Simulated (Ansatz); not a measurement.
Consider the formal exchange of groups at the Se–Si bond: `N[SiH2][SiH2][SeH]` + `CC(C)=N` → `CC(=N)C[SeH]` + `N[SiH2][SiH3]`.

Isolated molecules relaxed with PBE0-D4/def2-TZVP in Ansatz; ΔE leaves out vibrations. CCSD(T)/CBS adds triple-zeta CCSD(T) − MP2 to the extrapolated MP2 energy (def2 sets, frozen cores). This one scheme is used for every species. For Se outer-core shells are correlated without core-valence functions, which leaves a few kJ/mol of doubt a bond. Scalar relativity is left out up to krypton. Each species was taken in one conformer, which may not be the lowest.

| level | ΔE (eV) |
| --- | --- |
| CCSD(T)/def2-TZVPP | 1.11 |
| MP2/def2-QZVPP | 1.18 |
| SCS-MP2/def2-QZVPP | 1.14 |
| MP2/CBS(def2) | 1.21 |

Task: What does CCSD(T)/CBS give? (An estimate is asked.)

Result: Ansatz gave: +1.18 eV. The listed levels differ from it by -0.07, 0.00, -0.04, 0.03 eV.

Largest T1 diagnostic among the species: 0.011.

In def2-TZVPP, CCSD(T) changes the Hartree–Fock value by −0.09 eV (the triples alone add −0.01 eV) and MP2 by −0.06 eV. From PBE to PBE0 (25 % exact exchange), in def2-TZVPP and without D4, ΔE moves by +0.04 eV.
